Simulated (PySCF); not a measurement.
**Partial charges of bis(dimethylethylamine) alane**

Species: bis(dimethylethylamine) alane, C8H25AlN2.
Numbering: `[CH3:1][CH2:2][N+:3]([CH3:4])([CH3:5])[AlH3-2:6][N+:7]([CH3:8])([CH3:9])[CH2:10][CH3:11]` (hydrogens: H12, H13, H14 on C1; H15, H16 on C2; H17, H18, H19 on C4; H20, H21, H22 on C5; H23, H24, H25 on Al6; H26, H27, H28 on C8; H29, H30, H31 on C9; H32, H33 on C10; H34, H35, H36 on C11)

Geometry (PBE0-D3(BJ)/def2-SVP, Å), atoms numbered from 1 in this order:
```
atom  x, y, z in Å
C1     2.9517    1.6606   -0.5066
C2     3.0848    0.3938    0.3126
N3     2.2867   -0.7525   -0.1553
C4     2.5189   -1.8774    0.7469
C5     2.6096   -1.1359   -1.5253
Al6    0.1009   -0.3511   -0.0493
N7    -2.0792   -0.0248    0.1547
C8    -2.5220   -0.8330    1.2853
C9    -2.6942   -0.4810   -1.0867
C10   -2.2668    1.4165    0.3816
C11   -3.6976    1.8939    0.5753
H12    3.5255    2.4631   -0.0201
H13    1.9024    1.9780   -0.5815
H14    3.3465    1.5468   -1.5269
H15    2.7577    0.5926    1.3448
H16    4.1501    0.0864    0.3615
H17    2.2066   -1.5986    1.7635
H18    1.9149   -2.7363    0.4266
H19    3.5882   -2.1625    0.7640
H20    2.0034   -2.0100   -1.8013
H21    3.6813   -1.3911   -1.6348
H22    2.3562   -0.3220   -2.2159
H23   -0.1746   -1.9332   -0.3025
H24    0.3178    0.2309    1.4554
H25    0.1242    0.6383   -1.3349
H26   -2.0386   -0.4703    2.2033
H27   -2.2097   -1.8746    1.1223
H28   -3.6188   -0.8083    1.4163
H29   -3.7974   -0.4277   -1.0542
H30   -2.3959   -1.5230   -1.2703
H31   -2.3248    0.1311   -1.9214
H32   -1.8058    1.9299   -0.4769
H33   -1.6552    1.6767    1.2603
H34   -3.6995    2.9839    0.7241
H35   -4.3320    1.6831   -0.2989
H36   -4.1737    1.4434    1.4593
```

Density: PBE0/pcSseg-1 (PySCF); schemes: Mulliken, IAO, Hirshfeld and ESP-fitted. Isolated species at its PBE0-D3(BJ)/def2-SVP geometry (one conformer only).

Q: Tabulate the Mulliken, IAO, Hirshfeld and ESP-fitted charges.

A: In e; atoms taken as equivalent share a row and are averaged (×n: the atom named and its like, n in all):

```tsv
atom	environment	Mulliken	IAO	Hirshfeld	ESP-fitted
C1/C11	methyl carbon	-0.280	-0.416	-0.116	-0.381
C2/C10	sp3 carbon bound to nitrogen	-0.093	-0.143	-0.013	+0.149
N3/N7	nitrogen bonded to Al and 3 C	-0.728	-0.177	-0.025	+0.322
C4/C5/C8/C9	N-methyl carbon	-0.101	-0.300	-0.061	-0.428
Al6	aluminium bonded to 2 N and 3 H	+0.623	+0.330	+0.228	+0.222
H12 (×6)	methyl hydrogen	+0.128	+0.142	+0.042	+0.099
H15/H16/H32/H33	methylene hydrogen	+0.137	+0.138	+0.039	+0.013
H17 (×12)	methyl hydrogen	+0.134	+0.143	+0.044	+0.132
H23/H24/H25	Al–H hydrogen	-0.316	-0.260	-0.203	-0.307
```

Mean size of the charges over all atoms: Mulliken 0.197 e, IAO 0.192 e, ESP-fitted 0.189 e, Hirshfeld 0.064 e. Each set sums to the total charge, 0, to within 0.001 e. The ESP scheme is a least-squares fit of atom-centred charges to the potential on four shells outside the van der Waals surface, with the total charge fixed. The Hirshfeld scheme weights the molecular density at each point by an atom's share of the summed free-atom densities.

Some averages cover members that differ in this geometry: C1/C11, ESP-fitted -0.448 to -0.313; C4/C5/C8/C9, ESP-fitted -0.490 to -0.383; H17 (×12), ESP-fitted +0.099 to +0.176; C2/C10, ESP-fitted +0.113 to +0.185 e.

Lowest charge. The schemes don't all agree: Mulliken N3/N7 (-0.728); IAO C1/C11 (-0.416); Hirshfeld H23/H24/H25 (-0.203); ESP-fitted C4/C5/C8/C9 (-0.428).

Highest charge. The schemes don't all agree: Mulliken Al6 (+0.623); IAO Al6 (+0.330); Hirshfeld Al6 (+0.228); ESP-fitted N3/N7 (+0.322).

Q: How closely do the schemes follow one another over all atoms?

A: Correlation coefficient and root-mean-square difference: IAO with Hirshfeld 0.86, 0.143 e; Mulliken with IAO 0.79, 0.159 e; IAO with ESP-fitted 0.76, 0.154 e; Mulliken with Hirshfeld 0.75, 0.200 e; Hirshfeld with ESP-fitted 0.72, 0.178 e; Mulliken with ESP-fitted 0.29, 0.290 e.

Q: Sum the charges by element, for elements with more than one atom.

A: 
```tsv
element	atoms	Mulliken	IAO	Hirshfeld	ESP-fitted
C	8	-1.150	-2.320	-0.498	-2.176
N	2	-1.456	-0.355	-0.051	+0.644
H	25	+1.983	+2.344	+0.320	+1.309
```

Q: How many electrons does the Mulliken scheme count on C4?

A: Its own charge is -0.102 e, so Z − q = 6.102.

These values come from a run that also computed NMR shieldings. On one thread of an Arm Neoverse V1, no GPU, shared host with 32 logical CPUs at a one-minute load of 30, this took 2.4 min (grids of density and orbitals included) and 2.0 GiB of memory at its peak.
